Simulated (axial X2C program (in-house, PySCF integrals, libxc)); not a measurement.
ZrBr: bond constants with and without spin–orbit coupling

Computed with an axial X2C code built on PySCF integrals. Spin-free means the one-electron spin-free X2C Hamiltonian; two-component (2c) means X2C with spin–orbit coupling and atomic mean-field two-electron Coulomb and Gaunt terms, so the difference of the two also holds small scalar two-electron terms. Basis: Zr dyall-cv3z [11s12p9d6f3g], Br dyall-cv3z [8s9p6d4f1g] (cores contracted in-house); Gaussian nuclei, density fitting, unrestricted open shells. Masses: Zr 89.905 u, Br 78.918 u.

Input file and command:
```json
{
 "zs": [
  40,
  35
 ],
 "q": 0,
 "bas": [
  "dyall-cv3z",
  "dyall-cv3z"
 ],
 "levels": [
  "PBE0",
  "HF",
  "PW91"
 ],
 "cc": true,
 "r0": 2.68,
 "thr": -2.0,
 "nmax": 110,
 "npts": 10,
 "nst": 2,
 "ntry": 8
}
```
```bash
python so2c.py task.json out
```

Keys: zs atomic numbers; q charge; bas basis sets; levels methods; cc coupled cluster on or off; r0 starting distance in Å; thr threshold in hartree for freezing inner shells (an s shell follows its p shell); nmax most natural virtual spinors; npts points on the curve; nst determinants followed; ntry starts of the search. HF also brings MP2.

State, spin-free: M_S = 3/2, Λ = 0 (beyond evenly filled blocks: σα, δ+α, δ-α); electrons by block: σα: 17, σβ: 16, π+α: 8, π+β: 8, π-α: 8, π-β: 8, δ+α: 3, δ+β: 2, δ-α: 3, δ-β: 2. Fragments: Zr + Br.

State, 2c: Ω = 3/2 (⟨Sz⟩ = 1.50, ⟨Lz⟩ = 0.00 at PBE0); electrons by block: 1/2: 25, -1/2: 24, 3/2: 10, -3/2: 11, 5/2: 3, -5/2: 2. Fragments: Zr + Br.

```
Hamiltonian    level  Re (Å)  ωe (cm⁻¹)  ωexe (cm⁻¹)  αe (cm⁻¹)  De (eV)  D0 (eV)  μ (D)
  spin-free     PBE0   2.477      275.9        0.635   0.000212     4.45     4.43  -4.09
  spin-free       HF   2.573      253.9        0.559   0.000191      n/a      n/a  -4.97
  spin-free      MP2   2.476      280.0        0.618   0.000205     4.02     4.00    n/a
  spin-free     CCSD   2.504      272.9        0.603   0.000201     3.75     3.74    n/a
  spin-free  CCSD(T)   2.495      275.7         0.61   0.000202     3.75     3.74    n/a
  spin-free     PW91   2.473      275.0        0.654   0.000217     4.60     4.59  -3.47
         2c     PBE0   2.478      275.6        0.636   0.000212      n/a      n/a  -4.09
         2c       HF   2.573      253.6        0.559   0.000191      n/a      n/a  -4.98
         2c      MP2   2.477      279.7        0.617   0.000205      n/a      n/a    n/a
         2c     CCSD   2.505      272.6        0.601     0.0002      n/a      n/a    n/a
         2c  CCSD(T)   2.496      275.2        0.606   0.000202     3.54     3.53    n/a
         2c     PW91   2.474      274.6        0.655   0.000217      n/a      n/a  -3.47
```

Correlated methods: 19 electrons correlated (number of frozen shells: Zr 3 s, 2 p, 1 d; Br 3 s, 2 p, 1 d), 323 virtual spin orbitals or spinors in MP2, 110 natural virtuals in coupled cluster.

Dipoles are positive if Br is the positive end.

Occupations by symmetry block were frozen at the best pattern of an incomplete PBE0 search. De is counted from the lowest determinant-based energies of the atoms at the same level, without counterpoise correction. De is not given where an atomic determinant may have missed its ground term or J level, or where the truncated virtual space spoils (T). Density functionals use the spin component along the axis (collinear). Coupled cluster ran in a truncated set of natural virtual spinors; the MP2 energy of the rest was added. (T) has no such correction and the atoms are truncated less, which lowers De at CCSD(T) by a hundredth of an eV or more. Other states lie close and PBE0, whose exact exchange favours high spin, may order them wrongly; the determinant shown need not be the ground state. The nearest other spin-free determinant of the search, M_S = 3/2, Λ = 3, lies 0.14 eV up at the distance of the search. Without a current term, density functionals place determinants with orbital angular momentum somewhat too high. With several unpaired electrons one determinant need not be a pure state. This is the top spin component of a Σ state; components of lower Ω are not single determinants and can lie lower.

Rough cost a point (2c) on 1 thread(s) of a shared host, integrals apart: PBE0 1.6 s, HF 1.9 s, CCSD(T) 26 s, PW91 0.6 s.

The whole task took 11 min on 1 thread of Arm Neoverse V1, with other jobs on the host.
